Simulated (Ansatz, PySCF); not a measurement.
Species: SnCl$_{2}$, charge 0, multiplicity 1. 
Geometry from a B3LYP-D3(BJ)/def2-TZVP (Ansatz, an electronic-structure program) optimisation:
```xyz
3

Sn    -0.0035    -0.0126     0.6287
Cl     1.1924     1.3887    -0.8905
Cl    -1.1822    -1.3517    -0.9587
```

Wanted: vertical ionisation energy (to the doublet state of charge +1; each state is the SCF solution reached for its spin), in eV. Correlated levels leave the core frozen unless marked. Open shells are spin-unrestricted. No spin-orbit coupling. Frozen are the shells of the preceding noble gas and the d and f shells that filled before the atom's block. Past Kr the def2 sets carry scalar-relativistic core potentials. CBS(X,Y): correlation extrapolated as X^-3; Hartree-Fock from the larger set. The bracket is a focal-point correction in the basis named.

```
level                                                          program  vertical ionisation energy (eV)
-------------------------------------------------------------  -------  -------------------------------
SVWN5/def2-TZVPD                                                Ansatz                            10.19
PBE/def2-TZVPD                                                  Ansatz                             9.95
r2SCAN/def2-TZVPD                                               Ansatz                            10.10
B3LYP/def2-TZVPD                                                Ansatz                       (withheld)
PBE0/def2-TZVPD                                                 Ansatz                            10.15
BHLYP/def2-TZVPD                                                Ansatz                            10.22
M06-2X/def2-TZVPD                                                PySCF                       (withheld)
CAM-B3LYP/def2-TZVPD                                            Ansatz                            10.33
wB97M-V/def2-TZVPD                                              Ansatz                            10.28
wB97X-V/def2-TZVPD                                              Ansatz                       (withheld)
B2PLYP/def2-TZVPD                                               Ansatz                            10.14
SCS-MP2/def2-SVPD                                               Ansatz                            10.12
CCSD/def2-SVPD                                                  Ansatz                       (withheld)
RI-MP2/CBS(def2-TZVPPD,def2-QZVPPD)+[CCSD(T)-MP2]/def2-TZVPPD   Ansatz                            10.22
```

Complete the blanks.


- B3LYP/def2-TZVPD, vertical ionisation energy (eV): 10.17
- M06-2X/def2-TZVPD, vertical ionisation energy (eV): 10.06
- wB97X-V/def2-TZVPD, vertical ionisation energy (eV): 10.32
- CCSD/def2-SVPD, vertical ionisation energy (eV): 10.07
